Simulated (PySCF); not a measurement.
Species: sum formula SiN$_{2}$H$_{3}$Cl$_{2}$ (charge -1, singlet). It need not be the lowest isomer of its formula. Whether it binds its extra electron was not tested at this geometry. SMILES: [NH-][Si](N)(Cl)Cl
Coordinates optimised at B3LYP-D3(BJ)/def2-TZVP (Ansatz):
```
Si
N 1 1.6141
H 2 1.0112 1 118.28
N 1 1.7354 2 113.19 3 -166.38
H 4 1.0097 1 115.75 2 177.18
H 4 1.0108 5 110.14 1 129.62
Cl 1 2.1668 2 121.21 3 75.10
Cl 1 2.1939 2 116.62 3 -42.96
```
Charge -1, spin multiplicity 1.

Dispersion corrections to the total energy (kcal/mol) from the dftd3 and dftd4 libraries through PySCF: D3(BJ) without and D4 with the three-body term, each with the damping fitted for the functional named.

```
functional  D3(BJ)     D4
----------  ------  -----
BP86         -9.72  -8.96
BHLYP        -8.38  -8.48
r2SCAN         ___  -1.52
TPSSh        -6.65    ___
B2PLYP         ___  -4.53
LC-wPBE      -5.63  -7.26
PBE          -5.44  -6.46
```

Q: What belongs in the gaps?

A: 
- r2SCAN, D3(BJ): -1.54
- TPSSh, D4: -7.92
- B2PLYP, D3(BJ): -5.01
